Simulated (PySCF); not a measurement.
Vertical excitations of a molecule C4H5Br from PySCF 2.14.0 with TDDFT-PBE/def2-SVPD, as energy in eV (oscillator strength): 4.84 (0.537), 4.92 (0.000), 4.94 (0.001), 5.83 (0.080), 6.12 (0.003), 6.25 (0.014), 6.40 (0.002), 6.43 (0.000), 6.53 (0.130), 6.66 (0.000). Lowest triplet (TDA): 2.96 eV. The structure is a stationary point at B3LYP-D3(BJ)/def2-SVP. One conformer was computed; it need not be the lowest.

Q: Which structure fits?
(A) BrC1=CCC1
(B) C=C/C=C/Br
(C) C#CCCBr
(D) C=C=CCBr

A: B, C=C/C=C/Br
